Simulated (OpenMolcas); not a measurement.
Ir⁷⁺: effect of the basis set

```json
{"Program": "OpenMolcas 26.06", "Method": "SS-CASPT2, IPEA 0.25 Eh, imaginary shift 0.1 Eh (closed shells correlated: 5s 5p)", "Active space": "2 electrons in 5 orbitals (5d)", "State averaging": "2S+1 = 3 even, 10 roots; 2S+1 = 1 even, 15 roots", "Spin-orbit coupling": "RASSI with atomic mean-field integrals over the reference wave functions, term energies averaged over their components"}
```

A. ANO-R1 [7s5p4d2f], X2C, finite nucleus; CASPT2 step of the order of 5 core-seconds
B. ANO-RCC-VDZP [7s6p4d2f], DKH2, point nucleus; CASPT2 step about 2.7 core-seconds
C. ANO-R2 [8s6p5d3f1g], X2C, finite nucleus; CASPT2 step about 5 core-seconds
D. ANO-RCC-VTZP [8s7p5d3f1g], DKH2, point nucleus; CASPT2 step roughly 4 core-seconds
E. ANO-RCC-VQZP [9s8p6d4f2g1h], DKH2, point nucleus; CASPT2 step roughly 13 core-seconds
F. ANO-R3 [9s7p6d4f2g2h], X2C, finite nucleus; CASPT2 step roughly 17 core-seconds

Energies in cm-1 above 5d2 3F2, the measured ground level; measured values from van het Hof, Joshi, Wyart and Sugar, J. Res. Natl. Inst. Stand. Technol. 100, 687 (1995).

| Level | A | B | C | D | E | F | Measured |
| --- | --- | --- | --- | --- | --- | --- | --- |
| 5d2 3F2 | 0.0 | 0.0 | 0.0 | 0.0 | 0.0 | 0.0 | 0.0 |
| 5d2 3F3 | 13450 | 12250 | 12730 | 13090 | 12380 | 12340 | 12672 |
| 5d2 3P0 | 18340 | 17790 | 17860 | 17850 | 17890 | 17940 | 17254 |
| 5d2 3F4 | 23100 | 21320 | 21820 | 22300 | 21330 | 21250 | 21615 |
| 5d2 3P1 | 27000 | 25520 | 25960 | 26250 | 25710 | 25740 | 25221 |
| 5d2 1G4 | 39140 | 36790 | 36900 | 37400 | 36300 | 36180 | 36253 |
| 5d2 3P2 [56 %] | 41370 | 38710 | 39330 | 39980 | 38660 | 38630 | 38878 |
| 5d2 1S0 | 68580 | 65760 | 66020 | 66490 | 65600 | 65400 | 65022 |

Deviations, from unrounded energies. A percentage is the sum of absolute deviations over the sum of measured energies, with the sign that they share, or ± where signs differ.

```json
{"Against measurement": "mean absolute deviation (cm-1)", "Levels": "7", "A": "2000", "B": "430", "C": "530", "D": "920", "E": "360", "F": "370"}
{"Against measurement": "fine structure of the ground term (%)", "Levels": "2", "A": "+6.6", "B": "-2.1", "C": "+0.8", "D": "+3.2", "E": "-1.7", "F": "-2.1"}
{"Against measurement": "other terms of the ground configuration (%)", "Levels": "5", "A": "+6.5", "B": "±1.2", "C": "+1.9", "D": "+2.9", "E": "±1.1", "F": "±1.0"}
```

E, F lie about equally close to measurement and A furthest from it. The largest miss of E in the table is 5d2 3P0, by +640 cm-1. The ranking rests on the paired levels alone, and a cruder setting can come out closer through cancelling errors.

The two smallest mean deviations differ by little beside CASPT2's spread within terms, so their order carries little weight.

Among A to F the level of the table that moves most is 5d2 1S0, by 3200 cm-1 (lowest in F, highest in A). Moves below CASPT2's spread within the term are not significant.

Term energies are means over components that CASPT2 splits; among the terms shown or strongly mixed into the levels shown the widest spread is 490 cm-1 (5d2 3F, E). The basis is small and was not contracted for so high a charge (holds for A; B). Measured partners are found by configuration, term and J. A level has none where our copy of the source lacks it or the pairing is in doubt (some pairs that miss far off the trend of their configuration count as doubtful), and it then counts in no deviation. Only configurations of the active space appear. Levels that lie high or do not pair safely by name in every column are left out.

A share in square brackets marks a mixed level and gives the weight of the term that names it, the lowest over the columns.
